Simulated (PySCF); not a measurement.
C₇H₉O (doublet state).
Atom-mapped SMILES: `[CH2:1]=[C:2]([CH3:3])/[C:4]=[CH:5]\[C:6]([CH3:7])=[O:8]` (hydrogens: H9, H10 on C1; H11, H12, H13 on C3; H14 on C5; H15, H16, H17 on C7)

Cartesian coordinates in Å at the GFN2-xTB level; atoms count from 1:
```
atom  x, y, z in Å
C1    -1.507   -1.463    1.216
C2    -1.254   -0.285    0.558
C3    -2.203    0.231   -0.498
C4    -0.178    0.482    0.846
C5     0.919    1.155    1.003
C6     2.174    0.911    0.239
C7     2.122   -0.236   -0.736
O8     3.155    1.593    0.409
H9    -0.844   -1.827    1.979
H10   -2.376   -2.050    0.984
H11   -1.668    0.453   -1.420
H12   -2.680    1.149   -0.158
H13   -2.971   -0.508   -0.703
H14    1.003    1.963    1.723
H15    1.936   -1.161   -0.195
H16    1.304   -0.087   -1.437
H17    3.063   -0.309   -1.274
```

The hyperfine couplings belong to this conformer and change with its torsions.

Computed, not measured: UKS B3LYP, pcH-1 on C H O, non-relativistic, mean-field spin-orbit, GIAO in PySCF. One conformer (not necessarily the lowest) at the GFN2-xTB geometry, without solvent, vibrations or thermal averaging. GFN2-xTB frequencies show an imaginary mode (62i cm⁻¹), so this geometry is no minimum at that level. The geometry wasn't refined by DFT: couplings that depend on bond lengths, twists or pyramidal angles can differ widely from those at the functional's own minimum. Stability of the SCF solution: not tested. ⟨S²⟩ is 0.777 where a pure state has 0.75.

(1) Break the g tensor into its mass correction, gauge correction and orbital-Zeeman/spin–orbit terms.

(2) How much does each term add to the isotropic shift?

(3) What are the electron Larmor frequencies g μB B/h along the three axes at 340 mT?

(4) What effective moment and Curie constant follow for a powder?

(5) In a frozen sample, at which fields do the three g values resonate at 9.5, 34, 94 and 263 GHz (hyperfine left aside), and which band first spreads them over more than twice a line width of 0.5 mT?

Results:

(1) 
```
                    Δg (ppm)     1     2     3
relativistic mass correction  -146  -146  -146
            gauge correction     3    38    33
   orbital Zeeman/spin–orbit  -126    96   715
                       total  -269   -12   603
```

So g = 2.00205, 2.00231, 2.00292 and g_iso = 2.00243; the tensor is rhombic: the two nearest values differ by 30 % of g3 − g1. 

(2) The orbital-Zeeman/spin–orbit term 228, the mass correction -146 and the gauge correction 25 ppm, for a total of 107 ppm. The orbital-Zeeman/spin–orbit term is the largest in size. The mass correction is the same along every axis, so the anisotropy comes from the other two: their spans along these axes are 36 (gauge) and 841 ppm (orbital Zeeman/spin–orbit).

(3) 9.5272, 9.5284, 9.5314 GHz for g1, g2 and g3, a range of 4.1 MHz.

(4) With the mean of g² = 4.0097 and S(S+1) = 0.75: μ_eff = √(⟨g²⟩S(S+1)) = 1.734 μB and χT = 0.12505·⟨g²⟩·S(S+1) = 0.376 cm³ K/mol (cgs; spin-Hamiltonian part alone).

(5) 
```tsv
band	GHz	B(g3) mT	B(g2) mT	B(g1) mT	spread mT
X	9.5	338.88	338.99	339.03	0.15
Q	34.0	1212.84	1213.21	1213.37	0.53
W	94.0	3353.14	3354.17	3354.61	1.46
J	263.0	9381.67	9384.55	9385.76	4.09
```

The spread grows in proportion to the frequency. W band is the first where it exceeds 1.0 mT.

Largest spin populations (Mulliken): C1 (+0.69), C4 (+0.63), C2 (-0.25) and C5 (-0.10). The positive populations add up to 1.43 and the negative ones to -0.43, together 2S = 1. The angles at C1 add up to 360.0°, so it is planar; its axial dipolar tensor and the negative couplings of its protons fit spin in a p orbital normal to that plane.

The HOMO–LUMO gaps are 3.97 eV among the α and 4.46 eV among the β orbitals.

Time: 67 s (with the writing of density and orbital grids); peak memory 0.97 GiB. Hardware: one thread, Arm Neoverse V2 (aarch64), shared host with 32 logical CPUs at a one-minute load of 18.
